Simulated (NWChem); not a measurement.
BO, doublet; SMILES [B]=O

Computed with NWChem. Spin-unrestricted. Structure relaxed at the PBE0/def2-SVP, spin-unrestricted level. No stability test was run on the SCF state. Vertical excitations in the gas phase. Excited states of an open shell can be spin-contaminated.

Task: Predict the results for B3LYP/aug-cc-pVDZ, TDA. Quantities: lowest excitation (eV); oscillator strength of that lowest state; lowest state with f > 0.02 (eV); lowest empty minus highest occupied level, either spin (eV).

Result: 
```
Quantity                                                     Value
-----------------------------------------------------------  -----
lowest excitation (eV)                                        3.59
oscillator strength of that lowest state                     0.007
lowest state with f > 0.02 (eV)                               7.20
lowest empty minus highest occupied level, either spin (eV)   4.65
```
